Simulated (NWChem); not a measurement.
BN$_{2}$H$_{4}$Cl; SMILES NB(N)Cl

```xyz
8

B      0.0000     0.0000     0.4364
Cl     0.0000     0.0000    -1.3692
N      0.0000    -1.2544     1.0931
H      0.0000    -1.3655     2.1053
H      0.0000    -2.1293     0.5744
N      0.0000     1.2544     1.0931
H      0.0000     1.3655     2.1053
H      0.0000     2.1293     0.5744
```
Atoms are numbered in this order, from 1.

All runs: NWChem. Pople sets run with spherical d functions. All runs use the structure optimised with PBE-D3(BJ)/def2-SVP. Atomic charges in e: unrestrained fits to the electrostatic potential beside Mulliken populations; buried atoms are poorly determined by the fit.

For level B3LYP/def2-SVP:

- ESP B1 = 0.56
- Mulliken B1 = -0.09
- Mulliken Cl2 = -0.18
- ESP N3 = -0.81
- Mulliken N3 = -0.10
- ESP N6 = -0.81
- Mulliken N6 = -0.10

Problem. Estimate the same quantities for level Hartree-Fock/6-31G*.

Solution. 
- ESP B1 = 0.92
- Mulliken B1 = 0.74
- Mulliken Cl2 = -0.31
- ESP N3 = -1.09
- Mulliken N3 = -0.97
- ESP N6 = -1.09
- Mulliken N6 = -0.97
